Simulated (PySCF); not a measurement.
**How methods differ on the ionisation energy of Co**

Co [Ar] 3d7 4s2 (4F) → Co⁺ [Ar] 3d8 (3F), as a difference of total energies. Calculation: PySCF 2.14, in 6-31G* (5s4p2d1f, 34 functions); no relativity, point nucleus. Correlated levels: valence: [Ar] frozen. The calculations carry no spin-orbit coupling.

```json
{"method": "UHF", "ionisation energy (eV)": "9.205"}
{"method": "B3LYP", "ionisation energy (eV)": "9.353"}
{"method": "M06-L", "ionisation energy (eV)": "7.827"}
{"method": "MP2 (valence)", "ionisation energy (eV)": "8.630"}
{"method": "SCS-MP2 (valence)", "ionisation energy (eV)": "8.738"}
```

Task: How much does correlation contribute at MP2 (valence)?

Result: 8.630 − (9.205) = -0.575 eV, measured against UHF.

These non-relativistic numbers lack the scalar-relativistic shift.

Errors of the correlated levels include the incompleteness of this basis and the frozen core.

For comparison: 7.869 eV (measured; NIST levels, between the centres of gravity of the two terms).
